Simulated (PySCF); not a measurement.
# Correlation energy of Ag⁴²⁺ (silver, charge +42)

Starting occupation: [He] 2s2 2p1, 2p3/2 with m_j = +3/2. Calculation: PySCF 2.14, in an uncontracted even-tempered set (17 s from 21 bohr⁻², ratio 2.4; 12 p from 27 bohr⁻², ratio 2.4; 5 d from 90 bohr⁻², ratio 2.6; 4 f from 130 bohr⁻², ratio 2.6); X2C-1e with screened-nucleus spin-orbit coupling, Gaussian nucleus. Frozen: nothing; 5 electrons correlated; the 32 highest virtual spinors left out.

MP2 pair energies summed by pair of shells (mhartree):

```tsv
pair	energy	share (%)
2s1/2-2s1/2	-150.73	56.9
1s1/2-1s1/2	-47.86	18.1
2p3/2-2s1/2	-39.70	15.0
1s1/2-2s1/2	-16.93	6.4
1s1/2-2p3/2	-9.78	3.7
```

Total MP2 correlation energy: -265.00 mhartree.

At this charge the one-electron X2C treatment keeps the bare 1/r₁₂, with no two-electron picture change or Breit term. That inflates the 1s pair energies well beyond their four-component values.
